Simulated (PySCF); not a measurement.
C2H10OSi3.
SMILES with atom numbers: `[CH3:1][Si@@H:2]1[CH2:3][O:4][Si@H:5]1[SiH3:6]` (hydrogens: H7, H8, H9 on C1; H10 on Si2; H11, H12 on C3; H13 on Si5; H14, H15, H16 on Si6)

Cartesian coordinates in Å at the PBE0-D3(BJ)/def2-SVP level; atoms count from 1:
```xyz
16
C2H10OSi3 angstrom
C      2.5772    0.8536   -0.5018
Si     0.8966    0.6467    0.3110
C      0.6605   -0.9097    1.4405
O     -0.4380   -1.5722    0.8000
Si    -0.8025   -0.6744   -0.6023
Si    -3.0300    0.0520   -0.6171
H      3.3455    1.1030    0.2473
H      2.8784   -0.0722   -1.0143
H      2.5535    1.6660   -1.2444
H      0.4686    1.9252    0.9636
H      1.5492   -1.5680    1.4521
H      0.4087   -0.6847    2.4916
H     -0.5194   -1.4423   -1.8604
H     -3.9954   -1.0905   -0.6125
H     -3.2664    0.8720   -1.8481
H     -3.2913    0.9071    0.5819
```

Computed with PySCF 2.14.0, PBE0-D3(BJ)/def2-SVP geometry optimisation, gas phase.

Masses are those of the commonest isotopes; rigid-rotor values at the optimised geometry. 

What are A, B and C (MHz)?

Ia = 155.98, Ib = 493.72, Ic = 568.48 u·Å²; 505379 MHz·u·Å²/I gives A = 3240, B = 1024, C = 889.0 MHz.

Classify the top.

An asymmetric top. Ray's parameter κ = (2B − A − C)/(A − C) = -0.885; −1 is the prolate and +1 the oblate limit.

Is it planar, by Δ = Ic − Ia − Ib?

Not planar: Δ = Ic − Ia − Ib = -81.22 u·Å². For a rigid frame Δ = −2 Σ m c², so Σ m c² = 40.61 u·Å² lies off the ab plane: 15.57 from hydrogen and 25.03 from heavier atoms. The atom farthest from that plane is 2.15 Å away.

Give the other two planar moments, Paa and Pbb, and the rms extents of the mass along the axes.

Paa = Σ m a² = (Ib + Ic − Ia)/2 = 453.11 and Pbb = Σ m b² = (Ia + Ic − Ib)/2 = 115.37 u·Å². With the mass M = 134.00 u, the rms extents √(P/M) along a, b and c are 1.84, 0.93, 0.55 Å.

Which types of transition are allowed, and where do some lines up to J = 3 fall?

The dipole components are |μa| = 2.01 D, |μb| = 1.29 D, |μc| = 0.09 D. Intensities carry the squares of the components, which stand as 1.00 : 0.41 : 0.00 (a : b : c). Some lines, for components of 0.1 D or more:

```tsv
type	branch	J(Ka,Kc)	MHz	lower level (cm⁻¹)
a	Q	2(1,1) ← 2(1,2)	404	0.261
b	R	2(0,2) ← 1(1,1)	1603	0.138
a	R	1(0,1) ← 0(0,0)	1913	0.000
b	Q	3(1,2) ← 3(0,3)	2713	0.382
a	R	2(1,1) ← 1(1,0)	3960	0.142
b	R	1(1,1) ← 0(0,0)	4129	0.000
a	R	3(0,3) ← 2(0,2)	5714	0.191
b	Q	2(2,0) ← 2(1,1)	6655	0.274
b	Q	3(3,0) ← 3(2,1)	11393	0.688
b	R	3(3,1) ← 2(2,0)	17154	0.496
b	R	3(3,0) ← 2(2,1)	17160	0.496
```

Stationary, but not proved a minimum. Constants of a rigid frame at the computed geometry: no zero-point averaging, no centrifugal distortion. A rigid rotor knows nothing of internal rotation, which can split or shift real lines.
